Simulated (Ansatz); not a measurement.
GaMe2(hfac) (C7H7F6GaO2) was relaxed with PBE-D4 (def2-SVP) in Ansatz in these states: charge +1 doublet, neutral singlet. The geometries follow in no particular order.

A:

```xyz
23

Ga    1.2403   -0.1551   -0.8241
C     2.0396    1.3894   -1.8711
H     1.3407    2.2236   -1.6675
H     2.0505    1.0701   -2.9290
H     3.0509    1.5484   -1.4549
C     2.2576   -1.8970   -1.0113
H     1.7574   -2.5663   -0.2849
H     3.3102   -1.6794   -0.7559
H     2.1236   -2.2091   -2.0634
O    -0.6461   -0.3690   -1.1856
C    -1.6114   -0.1940   -0.3601
C    -3.0115   -0.4395   -0.9742
F    -3.0707   -1.7002   -1.4207
F    -3.1860    0.4070   -1.9969
F    -3.9741   -0.2428   -0.0626
C    -1.4842    0.1868    0.9925
C    -0.2299    0.4176    1.5965
C    -0.1446    0.8128    3.0913
F     0.5527    1.9489    3.2023
F     0.4851   -0.1669    3.7540
F    -1.3685    0.9861    3.6096
O     0.9110    0.3225    1.0195
H    -2.3925    0.3062    1.5965
```

B:

```xyz
23

Ga    0.4212    0.3621   -1.5957
C     1.3453   -1.1617   -2.4246
H     1.4402   -1.9939   -1.6996
H     2.3612   -0.8719   -2.7597
H     0.7839   -1.5288   -3.3070
C    -0.1147    2.1706   -2.1461
H    -0.7873    2.6199   -1.3883
H    -0.6445    2.1519   -3.1200
H     0.7774    2.8211   -2.2515
O     1.3075    0.5979    0.2065
C     0.8286    0.2353    1.3263
C     1.7719    0.5237    2.5149
F     2.0408    1.8414    2.5764
F     2.9318   -0.1395    2.3464
F     1.2386    0.1462    3.6963
C    -0.4172   -0.3693    1.5773
C    -1.3371   -0.6501    0.5500
C    -2.6977   -1.2814    0.9191
F    -2.8867   -2.4124    0.2147
F    -3.6916   -0.4217    0.6189
F    -2.7835   -1.5819    2.2329
O    -1.2037   -0.4370   -0.6957
H    -0.6843   -0.6206    2.6087
```

Task: Judge from the bond lengths which geometry belongs to which state (an estimate).

Result: A is the charge +1 doublet (Ga1–O10 1.933 Å, Ga1–O22 1.933 Å, Ga1–C2 2.030 Å); B is the neutral singlet (Ga1–O10 2.022 Å, Ga1–O22 2.022 Å, Ga1–C2 1.966 Å).
